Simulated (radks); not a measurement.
Results of a calculation; reference values are marked as such.
Task: Ru VI, configuration [Kr] 4d2 5s1 (not the ground configuration). Level of theory: scalar-relativistic Kohn-Sham, PBE, spin-polarised, spherical densities, finite nucleus; open shells are filled with parallel spins first (spin-orbit coupling, left out, can overturn this in heavy ions); Fermi nuclear charge, rms radius 4.4809 fm (a radial shooting solver on a logarithmic mesh with Libxc functionals). Some entries of the table are withheld. Estimate them.

orbital,occ.,eigenvalue (eV),<1/r> (bohr^-1)
1s up,1,-22014.77,45.87
1s down,1,-22014.72,45.87
2s up,1,-3233.449,10.37
2s down,1,-3232.997,10.37
2p up,3,-2904.136,10.05
2p down,3,-2903.787,10.06
3s up,1,-633.4078,3.598
3s down,1,-633.1356,3.598
3p up,3,-525.2181,3.426
3p down,3,-524.9119,3.426
3d up,5,-351.3639,3.199
3d down,5,-350.9190,3.200
4s up,1,(1),1.384
4s down,1,(2),1.390
4p up,3,-119.3976,1.259
4p down,3,-117.0344,1.265
4d up,2,-73.0431,1.020
4d down,0,-70.4705,1.025
5s up,1,-53.9571,0.6080
5s down,0,-51.4582,0.6071

Result: 
(1) 4s up eigenvalue (eV): -150.7078
(2) 4s down eigenvalue (eV): -148.4902
